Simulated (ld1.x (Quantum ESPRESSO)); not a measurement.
Values are calculated unless marked as measured or tabulated.
Potentials for nitrogen (N) compared

Generated with ld1.x 7.5 (TM, RRKJ, ultrasoft, PAW), atompaw 4.2 or ONCVPSP 4.0.1. The cutoff is in Ry: for ld1.x and atompaw files where the sum of valence levels is converged to 10 mRy in a Bessel basis, for ONCV files where the hardest occupied wave has 1 mHa per electron of residual kinetic energy. The error is the largest all-electron minus pseudo excitation energy over each file’s own four to seven test configurations (ionisations up to +4, promotions, holes and added fractions of an electron), all of which were solved. The labels leave out finer settings (local radius, basis sizes, second energies), which also bear on the numbers. Spin-polarised tests are not counted. The rows are a selection from randomly drawn settings: files with unsolved tests, undetermined cutoffs or missed reference levels are left out.

A true bound ghost makes a file unfit for plane-wave use even where its test errors are small: the radial tests pick states by their node count and pass the ghost by.

```csv
potential,cutoff (Ry),largest error (meV),bound ghosts
"ultrasoft, LDA (PZ), scalar-relativistic, rc 1.05/1.40/1.40 (spd), local smoothed, core correction no, reference 2s1.5 2p3.5",35,+263,none
"ultrasoft, PW91, non-relativistic, rc 0.95/2.10 (sp), local smoothed, core correction yes, reference 2s1.5 2p3.5",25,-27,none
"ultrasoft, PBE, scalar-relativistic, rc 0.70/1.30/1.25 (spd), local d, core correction yes, reference 2s2 2p3",70,+236,s
"TM, PBE, scalar-relativistic, rc 0.65/1.55 (sp), local smoothed, core correction no, reference 2s2 2p2",180,+1018,none
"ultrasoft, PBEsol, non-relativistic, rc 1.00/1.55/1.65 (spd), local d, core correction yes, reference 2s2 2p1",30,+90,none
"TM, PBE, fully relativistic, rc 0.75/1.85 (sp), local smoothed, core correction yes, reference 2s2 2p3",100,+1130,none
"TM semilocal, PBEsol, non-relativistic, rc 0.80/1.65/1.40 (spd), local s, core correction no, reference 2s2 2p2",55,+1111,none
"PAW, LDA (PZ), scalar-relativistic, rc 0.80/2.35 (sp), local smoothed, core correction yes, reference 2s2 2p2.5",50,-38,none
```

Question: Fill in the row for N: RRKJ, LDA (PZ), scalar-relativistic, rc 0.85/1.45 (sp), local p, core correction yes, reference 2s1.5 2p3.5.

Answer: cutoff 90 Ry, largest error +852 meV, bound ghosts: none.
